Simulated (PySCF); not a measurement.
VOF, SMILES [O]=[V][F] (connectivity only; charge and spin as stated), neutral, multiplicity 3. Atoms are numbered in the order given.

```xyz
3

V      0.2163     0.0978     0.0000
O     -0.3365     1.5942     0.0000
F     -0.2536    -1.6671     0.0000
```
Charge 0, spin multiplicity 3.

The structure is a stationary point at B3LYP-D3(BJ)/def2-TZVP. The spin state was assumed, not searched.

Computed with PySCF with ωB97X/def2-TZVPD.

Mulliken values depend strongly on the basis, most of all with diffuse functions as here. ESP charges are fitted to the potential on shells at 1.4 to 2.0 van der Waals radii. Atomic charges (e):

```tsv
atom	Mulliken	meta-Löwdin	ESP fit	Mulliken spin
V1	1.47	1.29	1.23	2.18
O2	-0.74	-0.62	-0.69	-0.19
F3	-0.73	-0.67	-0.55	0.01
```
